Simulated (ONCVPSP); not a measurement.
**Before and after: ONCV potential for C**

C (Z = 6), optimised norm-conserving Vanderbilt (ONCV), made with ONCVPSP 4.0.1 (PBE, scalar-relativistic). Core none, reference 1s2 2s2 2p2. Waves: 1s+2s: rc 0.55 bohr, ncon 4, nbas 9, qcut 26.3 1/bohr, 2 projectors; 2p: rc 2.65 bohr, ncon 3, nbas 7, qcut 6.1 1/bohr, 2 projectors, debl 3.8 Ha; d scattering state at 0.1 Ha: rc 2.90 bohr, ncon 5, nbas 9, qcut 3.7 1/bohr, 2 projectors, debl 2.8 Ha. Local part: polynomial inside 0.55 bohr (lpopt 5, dvloc0 1 Ha). Core correction: none.

Change: local potential polynomial inside 0.55 bohr (lpopt 5, dvloc0 -2 Ha).

Cutoffs: the cutoffs (Ha) at which the residual kinetic energy of the hardest occupied pseudo-wave falls to 1 and 0.1 mHa per electron; they do not see the model core or the augmentation charge, which bear on the density cutoff. Errors are all-electron minus pseudo energies relative to the spin-unpolarised reference configuration.

Question: Predict the effect on cutoff, ghosts and configuration errors.

Answer: The potential gets neither clearly harder nor softer (233 Ha and 268 Ha → 233 Ha and 268 Ha); the bound ghost in p disappears; the errors of the 4 common tests hardly move. In the separable form a ghost depends on how the local part lies against the semilocal potential of the channel, so the choice of the local part can create or remove one.

| quantity | base | changed |
| --- | --- | --- |
| cutoff, loose | 233 Ha | 233 Ha |
| cutoff, tight | 268 Ha | 268 Ha |
| bound ghosts | p | none |
| GHOST(+) flags under 300 eV | none | none |
| error for 1s2 2s2 2p1, meV [ΔE 10.86 eV] | +70 | +72 |
| error for 1s2 2s2 2p0, meV [ΔE 35.02 eV] | +645 | +645 |
| error for 1s2 2s1 2p0, meV [ΔE 83.21 eV] | +1252 | +1252 |
| error for 1s2 2s2 2p1.5, meV [ΔE 3.96 eV] | +9.3 | +10 |
| s: phases at 0.56 bohr within 0.05 rad from the reference energy up to (Ha; the scan ends near 5) | to the end of the scan | to the end of the scan |
| p: phases at 2.69 bohr within 0.05 rad from the reference energy up to (Ha; the scan ends near 5) | n/a | 0.4 |
| d: phases at 2.94 bohr within 0.05 rad from the reference energy up to (Ha; the scan ends near 5) | 2.0 | 2.0 |

 A true bound ghost makes a file unfit for plane-wave use even where its test errors are small: the radial tests pick states by their node count and pass the ghost by.
